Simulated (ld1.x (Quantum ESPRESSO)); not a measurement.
Before and after: TM potential for niobium

niobium (Nb), norm-conserving Troullier–Martins (Kleinman–Bylander form), made with ld1.x (Quantum ESPRESSO) 7.5 (PBEsol, scalar-relativistic). Core [Kr], reference 4d4 5s1 5p0. Waves: 5s (bound): rc 2.20 bohr; 5p (bound, empty): rc 2.95 bohr; 4d (bound): rc 2.40 bohr. Local part: the d channel. Core correction: Bessel-smoothed model core inside 2.30 bohr.

All-electron outer shells of the reference configuration (PBEsol, scalar-relativistic, ld1.x):

| shell | level (eV) | outermost node (bohr) | outermost maximum (bohr) |
| --- | --- | --- | --- |
| 4s | -58.35 | 0.53 | 1.04 |
| 4p | -34.49 | 0.54 | 1.12 |
| 5s | -4.01 | 1.41 | 3.08 |
| 4d | -3.06 | 0.55 | 1.51 |
| 5p | -1.09 | 1.63 | 4.21 |

Change: core correction Bessel-smoothed model core inside 1.44 bohr.

Cutoffs: the cutoffs (Ry, on a coarse ladder) from which the occupation-weighted sum of valence levels, in a spherical-Bessel basis at the reference potential, stays within 10 and 1 mRy of its value at 400 Ry; they do not see the model core or the augmentation charge, which bear on the density cutoff. Errors are all-electron minus pseudo energies relative to the spin-unpolarised reference configuration.

Problem. What does the change do?

Solution. The potential gets neither clearly harder nor softer (30 Ry and 35 Ry → 30 Ry and 35 Ry); both files keep a bound ghost (p, s); the errors of the 6 common tests hardly move. A model core, the more so a compact one, raises the density cutoff, which this test does not measure.

```csv
quantity,base,changed
"cutoff, loose",30 Ry,30 Ry
"cutoff, tight",35 Ry,35 Ry
bound ghosts,"s, p","s, p"
"tests counted (converged, no solver errors)",6 of 7,6 of 7
"error for 4d4 5s0 5p0, meV [ΔE 6.65 eV]",-7.1,-8.1
"error for 4d3 5s0 5p0, meV [ΔE 20.68 eV]",-80,-80
"error for 4d2 5s0 5p0, meV [ΔE 45.38 eV]",-492,-506
"error for 4d5 5s0 5p0, meV [ΔE 1.28 eV]",-26,-28
"error for 4d4.5 5s0.5 5p0, meV [ΔE 0.57 eV]",-8.2,-8.7
"error for 4d3 5s1 5p0, meV [ΔE 7.04 eV]",-47,-48
s: phases at 3.21 bohr within 0.05 rad from the reference energy up to (Ry; the scan ends near 5),2.4,2.4
p: phases at 3.21 bohr within 0.05 rad from the reference energy up to (Ry; the scan ends near 5),3.3,3.3
d: phases at 3.21 bohr within 0.05 rad from the reference energy up to (Ry; the scan ends near 5),1.3,1.3
```

Base: Tests not counted: 4d3 5s1 5p1 (solver errors, printed error -1.7 eV). Changed file: Tests not counted: 4d3 5s1 5p1 (solver errors, printed error -1.7 eV). A true bound ghost makes a file unfit for plane-wave use even where its test errors are small: the radial tests pick states by their node count and pass the ghost by. Where a test does run into it, the solver fails or the error is huge.
